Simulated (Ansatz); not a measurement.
Stepwise reaction of `N[Si](N)(N)Cl` with hydrogen chloride, as a gas-phase model of exchange steps in deposition or etching. ΔE in kJ/mol; ΔG adds harmonic PBE0-D4 terms to CCSD(T)/CBS, at 1 bar.

Calculated with Ansatz (gas phase, PBE0-D4/def2-TZVP geometries, no zero-point term in ΔE). CCSD(T)/CBS is the MP2 limit (def2-TZVPP, def2-QZVPP) plus CCSD(T) − MP2 in def2-TZVPP, frozen cores. This one scheme is used for every species. Functionals use def2-TZVPP. B3LYP here is the variant with VWN-RPA as its local correlation; programs differ in this. Each species was taken in one conformer, which may not be the lowest.

```tsv
step	reaction	PBE-D4	B3LYP-D4	ωB97M-V	CCSD(T)/CBS	ΔG(500 K)
1	`N[Si](N)(N)Cl` + HCl → `N[Si](N)(Cl)Cl` + NH₃	-48.0	-43.3	-44.4	-44.9	-24.8
2	`N[Si](N)(Cl)Cl` + HCl → `N[Si](Cl)(Cl)Cl` + NH₃	-25.2	-20.2	-21.1	-20.5	-22.1
```

(1) Give the row of step 3, `N[Si](Cl)(Cl)Cl` + HCl → `Cl[Si](Cl)(Cl)Cl` + NH₃. (Best estimate.)

(2) By hand: ΔE of the 3 steps together at CCSD(T)/CBS.

Results:

(1) Ansatz gave: 
```
step                                            reaction  PBE-D4  B3LYP-D4  ωB97M-V  CCSD(T)/CBS  ΔG(500 K)
   3  `N[Si](Cl)(Cl)Cl` + HCl → `Cl[Si](Cl)(Cl)Cl` + NH₃   -27.6     -21.6    -22.3        -22.4       -2.6
```

(2) (-44.9) + (-20.5) + (-22.4) = -87.8 kJ/mol, or -29.3 kJ/mol a step.

In ΔE step 1 is the lowest and step 2 the highest. All are downhill at CCSD(T)/CBS. ΔG lies between -24.8 and -2.6 kJ/mol a step. PBE-D4 differs from CCSD(T)/CBS by -5.2 to -3.1 kJ/mol a step. Isolated molecules leave out the surface, adducts and barriers. Largest T1 diagnostic: 0.009.
